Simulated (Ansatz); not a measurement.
System: Si₂H₅Cl, charge 0, singlet. Si2H5Cl (chloro(silyl)silane, SMILES [SiH3][SiH2]Cl).
B3LYP-D3(BJ)/def2-TZVP minimum from Ansatz (a first-principles code):
```
Si
H 1 1.4800
H 1 1.4800 2 108.86
Cl 1 2.0782 2 107.66 3 116.43
Si 1 2.3422 2 111.93 3 -124.27
H 5 1.4813 1 109.61 2 -178.83
H 5 1.4813 6 109.49 1 -120.27
H 5 1.4837 6 109.27 7 -119.64
```
Charge 0, spin multiplicity 1.

Total energies in hartree (Ansatz). Open shells are spin-unrestricted; no spin-orbit coupling. Cores are frozen in correlated methods. No relativity. For partners of very few electrons the exact lower level stands in for a higher one.

```tsv
species	HF/cc-pV(T+d)Z	CCSD(T)/cc-pV(T+d)Z	HF/cc-pV(Q+d)Z	CCSD(T)/cc-pV(Q+d)Z	CCSD(T)/cc-pV(D+d)Z	CCSDT(Q)/cc-pV(D+d)Z
1: Si2H5Cl (chloro(silyl)silane, SMILES [SiH3][SiH2]Cl)	-1040.37350	-1040.89143	-1040.38420	-1040.93917	-1040.73902	-1040.74097
2: Si (triplet)	-288.85649	-288.93344	-288.85845	-288.93781	-288.91643	-288.91690
3: Cl (doublet)	-459.48556	-459.67356	-459.48916	-459.69449	-459.60403	-459.60445
4: H (doublet)	-0.49981	-0.49981	-0.49995	-0.49995	-0.49928	-0.49928
```

Task: Work out the atomisation energy (electronic, to ground-state atoms) in kcal/mol: take Hartree-Fock from cc-pV(Q+d)Z, extrapolate the CCSD(T) correlation energy as X^-3 (X = 3, 4), and add CCSDT(Q) - CCSD(T) in cc-pV(D+d)Z. 1 hartree = 627.51 kcal/mol.

Result: 
Species 1: correlation (64·(-0.55497) - 27·(-0.51793))/37 = -0.58200; step -0.00195; E1 = -1040.38420 + (-0.58200) + (-0.00195) = -1040.96815
Species 2: correlation (64·(-0.07936) - 27·(-0.07695))/37 = -0.08112; step -0.00047; E2 = -288.85845 + (-0.08112) + (-0.00047) = -288.94004
Species 3: correlation (64·(-0.20533) - 27·(-0.18800))/37 = -0.21798; step -0.00042; E3 = -459.48916 + (-0.21798) + (-0.00042) = -459.70756
Species 4: correlation (64·(0.00000) - 27·(0.00000))/37 = 0.00000; step +0.00000; E4 = -0.49995 + (0.00000) + (+0.00000) = -0.49995
-1·E1 +2·E2 +1·E3 +5·E4 = 0.88076 hartree = 552.7 kcal/mol.
